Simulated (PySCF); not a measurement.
# Two-component Hartree-Fock for Cd²¹⁺ (cadmium, charge +21)

Start: [Ar] 3d9; 3d3/2 filled at m_j = -1/2, +1/2, +3/2; 3d5/2 filled at m_j = -5/2, -3/2, -1/2, +1/2, +3/2, +5/2. Calculated with PySCF 2.14 in an uncontracted even-tempered set (17 s from 2.5 bohr⁻², ratio 2.8; 12 p from 3.2 bohr⁻², ratio 2.8; 8 d from 3.2 bohr⁻², ratio 2.8; 4 f from 15 bohr⁻², ratio 3): generalised Hartree-Fock with the X2C-1e Hamiltonian and a Gaussian nucleus; one run each with spin-orbit coupling (SO) screened by Boettger's factors, then bare. This is a chosen level, not necessarily the ground level.

| spinor shell | electrons | ε, screened SO (eV) | ε, bare SO (eV) | weight of nominal j (bare SO) | rms radius, bare SO (bohr) |
| --- | --- | --- | --- | --- | --- |
| 1s1/2 | 2 | -27507.2 | -27507.2 | 1.000 | 0.0348 |
| 2s1/2 | 2 | -4719.4 | -4719.4 | 1.000 | 0.142 |
| 2p1/2 | 2 | -4429.3 | -4435.6 | 1.000 | 0.123 |
| 2p3/2 | 4 | -4236.5 | -4233.9 | 1.000 | 0.128 |
| 3s1/2 | 2 | -1394.1 | -1394.2 | 1.000 | 0.374 |
| 3p1/2 | 2 | -1274.7 | -1276.0 | 0.997 | 0.366 |
| 3d3/2 | 3 | -1042.0 | -1043.2 | 0.980 | 0.345 |
| 3d5/2 | 6 | -1034.8 | -1034.0 | 0.990 | 0.348 |

Q: Where does 3p3/2 lie, and what is the 3p spin-orbit splitting (bare SO)?

A: At -1240.6 eV, 35.387 eV above 3p1/2.

```json
{"quantity": "E (hartree)", "screened SO": "-5388.92877", "bare SO": "-5388.99217"}
{"quantity": "M_J", "screened SO": "3/2", "bare SO": "3/2"}
{"quantity": "⟨J²⟩", "screened SO": "3.750", "bare SO": "3.750"}
{"quantity": "⟨L²⟩", "screened SO": "6.010", "bare SO": "6.011"}
{"quantity": "⟨S²⟩", "screened SO": "0.759", "bare SO": "0.760"}
```

Each row is a mean over spinors that exchange with the open shell spreads, by up to 13.843 eV (3p1/2).

Breit and QED terms are absent; they matter most for the inner s and p1/2 levels.

Densities and radii are taken from the X2C orbitals without a picture-change correction, which distorts them close to the nucleus.
